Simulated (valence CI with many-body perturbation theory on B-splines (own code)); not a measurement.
E1 transitions of Sb²⁰⁺

Computed by configuration interaction combined with many-body perturbation theory (CI+MBPT): three valence electrons over a frozen Dirac-Fock core [Ar] 3d10, radial functions for each j: 11 s, 11 p, 9 d, 7 f, 5 g, 2 h, 1 i, with the one-electron correlation potential Σ1 (screened to all orders), the two-electron term Σ2, the three-electron term Σ3, Breit, model QED; selected single and double excitations, second order for the rest (own B-spline code, finite nucleus).

No measured spectrum was set against this ion. As an estimate, levels hold to about 250 cm⁻¹ or 0.2 % of their energy and the worst to 1 %, as in measured heavy ions of charge 2 to 7; those with d or f electrons hold less well.

Lines 1 to 50 of 272 in falling wavelength, among levels below 212.64 eV, chosen from the strongest by gf and those to the six lowest levels. Wavelengths and rates use the calculated energies, so an error of 2000 cm⁻¹ moves a line at 405.5 Å by 0.81 % and its rate by three times that or more. Electric multipoles are in the length gauge, E1 and E2 with the static RPA response of the core. Weak lines are less certain than strong ones. Lines between different terms over intervals too small for the method are left out, as are lines whose strength nearly cancels. Where a level lies close to another of its J and parity, the split of strength between their lines is uncertain. The highest levels of a list are the least certain.

Names give the largest LS component (configuration and term), which can be under half, so a name can repeat, a term be missing and a line seem to break the LS rules; names also repeat where a configuration has a term twice. Letters in brackets count levels of one name in rising energy.

```
λ vac (Å)                 Upper                 Lower   A (s⁻¹)  S (a.u.) with core polarisation  S without
    405.5         4s 4p2 4P_1/2        4s2 4p 2P°_3/2  8.72e+07                         5.74e-03   6.26e-03
    356.2     4p2 4d 2F_7/2 [a]  4s 4p 4d 2F°_5/2 [b]  1.25e+09                         2.23e-01   2.44e-01
    348.1         4p2 4d 2G_7/2  4s 4p 4d 2D°_5/2 [b]  1.09e+09                         1.82e-01   1.99e-01
    324.2         4s 4p2 4P_3/2        4s2 4p 2P°_3/2  2.43e+08                         1.63e-02   1.78e-02
    321.1           4p3 2D°_5/2         4s 4p2 2P_3/2  3.98e+09                         3.90e-01   4.27e-01
    303.6     4p2 4d 4F_9/2 [a]  4s 4p 4d 2F°_7/2 [a]  2.69e+09                         3.72e-01   4.07e-01
    296.1         4s 4p2 4P_5/2        4s2 4p 2P°_3/2  1.93e+09                         1.48e-01   1.62e-01
    295.6         4p2 4d 2G_7/2  4s 4p 4d 2F°_5/2 [b]  2.55e+09                         2.60e-01   2.85e-01
    294.9         4p2 4d 2G_7/2  4s 4p 4d 2F°_7/2 [b]  1.74e+09                         1.76e-01   1.93e-01
    292.3       4p3 2P°_3/2 [a]         4s 4p2 2P_1/2  4.23e+09                         2.08e-01   2.28e-01
    290.6     4p2 4d 2D_3/2 [a]      4s 4p 4d 2P°_3/2  3.47e+09                         1.68e-01   1.84e-01
    288.8         4s 4p2 4P_1/2        4s2 4p 2P°_1/2  2.26e+09                         5.38e-02   5.87e-02
    283.0         4p2 4d 4F_5/2  4s 4p 4d 2F°_5/2 [a]  2.99e+09                         2.01e-01   2.20e-01
    280.8         4p2 4d 2F_5/2      4s 4p 4d 4D°_5/2  3.71e+09                         2.43e-01   2.66e-01
    274.7         4p2 4d 4F_3/2      4s 4p 4d 4D°_1/2  4.43e+09                         1.81e-01   1.99e-01
    272.8     4p2 4d 2P_1/2 [b]      4s 4p 4d 2P°_3/2  7.24e+09                         1.45e-01   1.59e-01
    271.1         4p2 4d 2P_3/2      4s 4p 4d 4P°_3/2  4.25e+09                         1.67e-01   1.83e-01
    271.0     4p2 4d 2F_7/2 [a]      4s 4p 4d 4D°_7/2  2.63e+09                         2.07e-01   2.26e-01
    269.2     4p2 4d 2D_3/2 [a]  4s 4p 4d 2P°_1/2 [a]  5.83e+09                         2.25e-01   2.46e-01
    268.3           4p3 2P°_1/2         4s 4p2 2S_1/2  1.31e+10                         2.50e-01   2.73e-01
    267.3         4p2 4d 2F_5/2  4s 4p 4d 2D°_3/2 [a]  2.49e+09                         1.41e-01   1.54e-01
    266.4       4p3 2P°_3/2 [a]         4s 4p2 2D_3/2  4.04e+09                         1.51e-01   1.65e-01
    266.3         4p2 4d 4D_1/2      4s 4p 4d 4P°_1/2  7.64e+09                         1.42e-01   1.56e-01
    265.9     4p2 4d 2D_5/2 [a]  4s 4p 4d 2F°_7/2 [b]  5.93e+09                         3.30e-01   3.60e-01
    264.5     4p2 4d 2D_5/2 [b]  4s 4p 4d 2D°_3/2 [c]  3.73e+09                         2.04e-01   2.24e-01
    262.4         4p2 4d 4D_3/2  4s 4p 4d 2D°_5/2 [a]  7.17e+09                         2.56e-01   2.79e-01
    262.4  4s 4p 4d 2F°_5/2 [a]         4s2 4d 2D_3/2  3.48e+09                         1.86e-01   2.04e-01
    262.0         4p2 4d 4D_5/2  4s 4p 4d 2D°_5/2 [a]  4.87e+09                         2.59e-01   2.83e-01
    257.7     4p2 4d 2F_7/2 [b]  4s 4p 4d 2D°_5/2 [b]  3.70e+09                         2.50e-01   2.74e-01
    256.0         4s 4p2 2D_3/2        4s2 4p 2P°_3/2  9.99e+08                         3.31e-02   3.61e-02
    253.1     4p2 4d 4F_9/2 [a]      4s 4p 4d 4D°_7/2  3.73e+09                         2.98e-01   3.27e-01
    252.5         4p2 4d 4F_5/2      4s 4p 4d 4D°_3/2  5.64e+09                         2.69e-01   2.94e-01
    252.0     4p2 4d 4F_9/2 [b]  4s 4p 4d 2F°_7/2 [b]  6.74e+09                         5.32e-01   5.82e-01
    251.0     4p2 4d 2F_7/2 [a]  4s 4p 4d 2F°_5/2 [a]  3.18e+09                         1.98e-01   2.18e-01
    249.9           4p3 4S°_3/2         4s 4p2 2D_5/2  8.56e+09                         2.64e-01   2.88e-01
    247.8         4p2 4d 4F_5/2      4s 4p 4d 4P°_5/2  3.56e+09                         1.60e-01   1.75e-01
    246.6           4p3 2D°_5/2         4s 4p2 2D_5/2  1.09e+10                         4.86e-01   5.30e-01
    245.5     4p2 4d 2D_5/2 [a]  4s 4p 4d 2D°_3/2 [b]  4.21e+09                         1.85e-01   2.02e-01
    245.1         4s 4p2 4P_3/2        4s2 4p 2P°_1/2  5.37e+07                         1.56e-03   1.70e-03
    243.2         4p2 4d 4F_7/2      4s 4p 4d 4F°_9/2  1.29e+10                         7.30e-01   7.97e-01
    242.7         4p2 4d 4D_7/2  4s 4p 4d 2F°_7/2 [a]  3.79e+09                         2.14e-01   2.34e-01
    241.9           4p3 4S°_3/2         4s 4p2 2P_1/2  6.02e+09                         1.68e-01   1.84e-01
    240.8         4p2 4d 4F_5/2      4s 4p 4d 4F°_7/2  1.51e+10                         6.24e-01   6.81e-01
    239.6         4p2 4d 4F_3/2      4s 4p 4d 4F°_5/2  1.36e+10                         3.71e-01   4.04e-01
    239.6  4s 4p 4d 2D°_5/2 [a]         4s2 4d 2D_5/2  3.26e+09                         1.33e-01   1.45e-01
    238.9     4p2 4d 4F_9/2 [b]  4s 4p 4d 2F°_7/2 [a]  5.84e+09                         3.93e-01   4.30e-01
    236.9     4p2 4d 2D_5/2 [b]  4s 4p 4d 2F°_5/2 [b]  3.35e+09                         1.32e-01   1.44e-01
    236.0         4s 4p2 2P_1/2        4s2 4p 2P°_3/2  3.56e+09                         4.62e-02   5.05e-02
    234.6     4p2 4d 4F_9/2 [a]      4s 4p 4d 4F°_9/2  1.23e+10                         7.82e-01   8.53e-01
    233.9         4p2 4d 2G_7/2      4s 4p 4d 4D°_5/2  2.48e+09                         1.25e-01   1.37e-01
```
